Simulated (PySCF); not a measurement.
Compound: C₄H₉F₃Si₂.
SMILES with atom numbers: `[F:1][C:2]([F:3])([F:4])[CH2:5][CH:6]1[SiH2:7][CH2:8][SiH2:9]1` (hydrogens: H10, H11 on C5; H12 on C6; H13, H14 on Si7; H15, H16 on C8; H17, H18 on Si9)

The same species was optimised twice, with GFN2-xTB and with PBE0-D3(BJ)/def2-SVP (PySCF), and the same property calculations (PySCF, gas phase) were run on both structures.

```tsv
coordinate	GFN2-xTB	PBE0-D3(BJ)/def2-SVP	change
C6–Si7 (Å)	1.929	1.911	-0.018
C8–Si9 (Å)	1.922	1.904	-0.018
Si7–C8 (Å)	1.914	1.898	-0.016
C6–Si9 (Å)	1.930	1.915	-0.015
C2–F3 (Å)	1.347	1.336	-0.011
C2–C5 (Å)	1.512	1.507	-0.005
F1–C2 (Å)	1.342	1.338	-0.004
C5–C6 (Å)	1.520	1.517	-0.003
C2–F4 (Å)	1.345	1.343	-0.002
Si7–C8–Si9 (°)	92.9	87.1	-5.8
Si7–C6–Si9 (°)	92.2	86.4	-5.8
C5–C6–Si7 (°)	117.4	122.1	+4.7
C5–C6–Si9 (°)	117.7	121.8	+4.1
C6–Si7–C8 (°)	86.9	90.4	+3.5
C6–Si9–C8 (°)	86.6	90.1	+3.5
C2–C5–C6 (°)	111.2	112.9	+1.7
F1–C2–F3 (°)	106.0	107.4	+1.4
F1–C2–C5–C6 (°)	59	62	+3
C2–C5–C6–Si7 (°)	179	176	-3
```

Rotational constants: A = 2266, B = 661.2, C = 578.6 MHz (GFN2-xTB) against A = 2375, B = 643.2, C = 572.0 MHz (PBE0-D3(BJ)/def2-SVP). Point groups within 0.08 Å: C1 and C1.

On the GFN2-xTB structure: HOMO (eV) -8.06 [PBE0/pcSseg-1]; LUMO (eV) -0.24 [PBE0/pcSseg-1]; dipole (D) 2.48 [PBE0/pcSseg-1]; GIAO shielding of F1/F3/F4 (mean) (ppm) 259.4 [PBE0/pcSseg-1]; GIAO shielding of C2 (ppm) 49.8 [PBE0/pcSseg-1]; GIAO shielding of C5 (ppm) 148.4 [PBE0/pcSseg-1]; GIAO shielding of C6 (ppm) 176.8 [PBE0/pcSseg-1]; GIAO shielding of Si7/Si9 (mean) (ppm) 376.9 [PBE0/pcSseg-1]; GIAO shielding of C8 (ppm) 194.3 [PBE0/pcSseg-1].

What do these properties become on the PBE0-D3(BJ)/def2-SVP structure?

| property | level | on GFN2-xTB | on PBE0-D3(BJ)/def2-SVP | change |
| --- | --- | --- | --- | --- |
| HOMO (eV) | PBE0/pcSseg-1 | -8.06 | -7.96 | +0.10 |
| LUMO (eV) | PBE0/pcSseg-1 | -0.24 | -0.02 | +0.22 |
| dipole (D) | PBE0/pcSseg-1 | 2.48 | 2.21 | -0.27 |
| energy, GFN2-xTB geometry as zero (kcal/mol) | PBE0/pcSseg-1 | 0.0 | -4.6 | -4.6 |
| GIAO shielding of F1/F3/F4 (mean) (ppm) | PBE0/pcSseg-1 | 259.4 | 263.7 | +4.3 |
| GIAO shielding of C2 (ppm) | PBE0/pcSseg-1 | 49.8 | 51.8 | +2.0 |
| GIAO shielding of C5 (ppm) | PBE0/pcSseg-1 | 148.4 | 148.8 | +0.4 |
| GIAO shielding of C6 (ppm) | PBE0/pcSseg-1 | 176.8 | 179.2 | +2.4 |
| GIAO shielding of Si7/Si9 (mean) (ppm) | PBE0/pcSseg-1 | 376.9 | 378.8 | +1.9 |
| GIAO shielding of C8 (ppm) | PBE0/pcSseg-1 | 194.3 | 194.3 | 0.0 |

The heavy atoms differ by 0.109 Å rms after alignment. Among bonds between heavy atoms C6–Si7 and C8–Si9 change most and about equally (-0.018 Å). Changes are differences of the printed values. Neither structure is proved a minimum here.

The values belong to the conformer `[F:1][C:2]([F:3])([F:4])[CH2:5][CH:6]1[SiH2:7][CH2:8][SiH2:9]1`: F1–C2–C5–C6 62°, C2–C5–C6–Si7 176°.
